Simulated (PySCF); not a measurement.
CH3BrZn, SMILES [Br][Zn][CH3].

The structure is a stationary point at B3LYP-D3(BJ)/def2-SVP. The structure was generated by enumeration; whether it is a known compound was not checked.

Two levels are set side by side: PBE/def2-TZVPD (PySCF) and r2SCAN/def2-TZVPD (PySCF). Same geometry, gas phase. Differences are taken from unrounded values.

```
quantity                     r2SCAN
---------------------------  ------
orbital gap (eV)               6.04
highest occupied level (eV)   -7.22
lowest empty level (eV)       -1.19
dipole moment (D)              2.47
mean polarisability (bohr³)    62.9
```

Q: What does PBE give, and how far is it from r2SCAN? (An estimate is asked for; the answer gives what the named calculation found.)

A: 
| quantity | PBE | PBE minus r2SCAN |
|---|---|---|
| orbital gap (eV) | 5.37 | -0.67 |
| highest occupied level (eV) | -6.92 | 0.30 |
| lowest empty level (eV) | -1.55 | -0.37 |
| dipole moment (D) | 2.42 | -0.05 |
| mean polarisability (bohr³) | 65.2 | 2.4 |

Rough cost on one machine, each run with all the roots and properties that it gave: r2SCAN against PBE about 3 times.
